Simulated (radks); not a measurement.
Values are calculated unless marked as measured or tabulated.
Problem. The mean radii <r> (bohr) of the occupied orbitals of an atom or ion are listed with their occupations. Code: a radial shooting solver on a logarithmic mesh with Libxc functionals. Model: scalar-relativistic Kohn-Sham, PBE, spin-unpolarised, spherical densities, point nucleus.

orbital  occ.      <r>
1s          2  0.03597
2s          2   0.1498
2p          2   0.1288

Name the element and its charge.

Solution. Z = 41, niobium, charge +35: Nb35+ in [He] 2s2 2p2. The 1s radius gives Z: for a bare nucleus <r> = (2 gamma + 1)/(2Z) with gamma = sqrt(1 - (Z/c)^2), 0.03547 bohr for Z = 41, and screening makes it slightly larger (0.03597 here). The occupations add up to 6, and the charge is Z minus that.
